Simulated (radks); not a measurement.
The numbers below are computed, except where a source is named.
Correlation energies from several functionals, in hartree. Species: Be [He] 2s2; He [He]; Re2+ [Xe] 4f14 5d5; Xe [Xe]; Lu+ [Xe] 4f14 6s2. Code: a radial shooting solver on a logarithmic mesh with Libxc functionals. Model: non-relativistic Kohn-Sham, exchange-only PBE, spin-polarised, spherical densities, point nucleus. Every spin shell is full or empty, so the densities are truly spherical. Functionals are evaluated on that one density, not self-consistently.

functional         Be         He     Re2+       Xe      Lu+
PW92         -0.22366   -0.11146  -7.5855  -5.1759  -7.1814
VWN5         -0.22440   -0.11184  -7.6178  -5.1978  -7.2113
PZ           -0.22338   -0.11128  -7.5851  -5.1765  -7.1856
Wigner       -0.18317  -0.095423  -3.8528  -2.8805  -3.7773
Chachiyo     -0.21849   -0.10843  -7.4977  -5.1086  -7.0999
PBEsol       -0.10348  -0.051265  -4.9661  -3.2926  -4.6763
P86         -0.092487  -0.042670  -4.9761  -3.3055  -4.6947
PW91        -0.093164  -0.044630  -4.7609  -3.1443  -4.4760
AM05         -0.19573  -0.096902  -7.1440  -4.8262  -6.7461
OP (B88)    -0.099192  -0.050885  -3.8523  -2.6643  -3.6768
revTPSS     -0.091671  -0.045168  -4.4627  -2.9513  -4.2034
SCAN        -0.083062  -0.037627  -4.4734  -2.9046  -4.2329
B95         -0.092008  -0.041450  -5.4918  -3.5513  -5.1737
